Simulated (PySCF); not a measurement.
AlClI₂, SMILES [Cl][Al]([I])[I]. Atoms are numbered in the order given.

```xyz
4

Al     0.0000     0.0000     0.6795
Cl     0.0000     0.0000     2.7728
I      0.0000     2.1339    -0.5280
I      0.0000    -2.1339    -0.5280
```

Geometry: r2SCAN-D4/def2-SVP. The def2 effective core potentials stand for the cores of I; spin–orbit coupling is left out.

Level of theory: PySCF with r2SCAN-D4/def2-SVP.

Frequencies are harmonic and unscaled.

Task: List the normal modes with their intensities. (An estimate is asked for; the answer gives what the named calculation found.)

Result: 
| mode | ν (cm⁻¹) | IR (km/mol) | Raman (Å⁴/amu) | depolarisation | moving atoms (share of kinetic energy) |
|---|---|---|---|---|---|
| 1 | 76 | 0.8 | 3.7 | 0.68 | I 75 %, Cl 14 %, Al 11 % |
| 2 | 108 | 4.2 | 2.5 | 0.75 | Cl 70 %, I 29 % |
| 3 | 163 | 15.1 | 0.4 | 0.75 | Al 87 %, Cl 9 % |
| 4 | 222 | 2.0 | 12.8 | 0.09 | I 44 %, Cl 41 %, Al 15 % |
| 5 | 446 | 166.2 | 1.4 | 0.75 | Al 89 %, I 11 % |
| 6 | 578 | 136.3 | 2.4 | 0.38 | Al 66 %, Cl 34 % |
